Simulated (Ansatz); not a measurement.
`F[Si](Cl)(Cl)Cl` and `[F][Sn]([Cl])([Cl])[Cl]` differ in one element.

Ansatz, PBE0-D4/def2-TZVP geometries, multiplicity 1. 

Elements past krypton have def2 core potentials.

```json
{"property": "HOMO energy (B3LYP/def2-TZVPP) / eV", "`F[Si](Cl)(Cl)Cl`": "-9.32"}
{"property": "zero-point energy (PBE0-D4/def2-TZVP) / kJ/mol", "`F[Si](Cl)(Cl)Cl`": "22.7"}
{"property": "LUMO energy (ωB97M-V/def2-TZVPP) / eV", "`F[Si](Cl)(Cl)Cl`": "1.84"}
{"property": "HOMO–LUMO gap (PBE0/def2-TZVPP) / eV", "`F[Si](Cl)(Cl)Cl`": "9.37"}
{"property": "HOMO–LUMO gap (B3LYP/def2-TZVPP) / eV", "`F[Si](Cl)(Cl)Cl`": "8.80"}
{"property": "HOMO energy (PBE/def2-TZVPP) / eV", "`F[Si](Cl)(Cl)Cl`": "-8.18"}
```

(1) Give the same properties after the change, and the shifts. (Estimate.)

Results:

(1) Computed: 
```csv
property,`[F][Sn]([Cl])([Cl])[Cl]`,shift
HOMO energy (B3LYP/def2-TZVPP) / eV,-9.64,-0.32
zero-point energy (PBE0-D4/def2-TZVP) / kJ/mol,14.9,-7.8
LUMO energy (ωB97M-V/def2-TZVPP) / eV,-1.11,-2.95
HOMO–LUMO gap (PBE0/def2-TZVPP) / eV,6.74,-2.63
HOMO–LUMO gap (B3LYP/def2-TZVPP) / eV,6.13,-2.67
HOMO energy (PBE/def2-TZVPP) / eV,-8.46,-0.28
```

With PBE0 the HOMO falls by 0.32 eV and the LUMO falls by 2.95 eV, so the gap narrows by about 2.63 eV. PBE moves the HOMO by -0.28 eV and ωB97M-V by -0.36 eV.

B3LYP here is the variant with VWN-RPA as its local correlation; programs differ in this.
